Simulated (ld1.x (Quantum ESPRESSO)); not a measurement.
## Te: one change to a TM potential, before and after

ld1.x (Quantum ESPRESSO) 7.5 input, shortened:

```
&input
   title='Te', zed=52., rel=1, dft='PBE', iswitch=3,
   config='[Kr] 4d10 4f-2 5s2 5p4'
 /
 &inputp
   pseudotype=2, tm=.true., lloc=-1, rcloc=2.00,
   nlcc=.true., rcore=0.60
 /
4
5S  1  0   2.00   0.00  1.95  1.95  0.0
5P  2  1   4.00   0.00  2.20  2.20  0.0
4D  3  2  10.00   0.00  1.00  1.00  0.0
4F  4  3  -2.00  -0.20  1.95  1.95  0.0
 &test
   configts(1)='4d10 5s2 5p4'
 /
```

Change: all radii but the core radius scaled by about 1.15 (s 2.24, p 2.54, d 1.16, f 2.24 bohr); local potential all-electron potential smoothed inside 2.30 bohr (lloc = -1).

Cutoffs: the cutoffs (Ry, on a coarse ladder) from which the occupation-weighted sum of valence levels, in a spherical-Bessel basis at the reference potential, stays within 10 and 1 mRy of its value at 400 Ry; they do not see the model core or the augmentation charge, which bear on the density cutoff. Errors are all-electron minus pseudo energies relative to the spin-unpolarised reference configuration.

Task: What does the change do?

Result: The potential gets softer (120 Ry and 200 Ry → 110 Ry and 180 Ry); of the 7 tests that both files solve, the error grows in 1 and shrinks in 4 by more than 15 % and 0.3 meV (median size 9.9 → 6.1 meV); neither file shows a bound ghost. A larger radius leaves more room for a smooth pseudo-wave, so fewer plane waves are needed.

| quantity | base | changed |
| --- | --- | --- |
| cutoff, loose | 120 Ry | 110 Ry |
| cutoff, tight | 200 Ry | 180 Ry |
| loose cutoff by channel (10 mRy a level) | s 15 Ry, p 10 Ry, d 100 Ry | s 12 Ry, p 6 Ry, d 90 Ry |
| bound ghosts | none | none |
| error for 4d10 5s2 5p3, meV [ΔE 9.73 eV] | +1.1 | +0.6 |
| error for 4d10 5s2 5p2, meV [ΔE 27.65 eV] | +9.9 | +6.1 |
| error for 4d10 5s2 5p1, meV [ΔE 54.55 eV] | +25 | +11 |
| error for 4d9 5s2 5p5, meV [ΔE 38.26 eV] | -306 | -302 |
| error for 4d10 5s2 5p0, meV [ΔE 91.03 eV] | +32 | -9.2 |
| error for 4d10 5s2 5p3.5, meV [ΔE 3.90 eV] | -0.2 | -0.3 |
| error for 4d10 5s1 5p5, meV [ΔE 9.25 eV] | -2.2 | -3.4 |
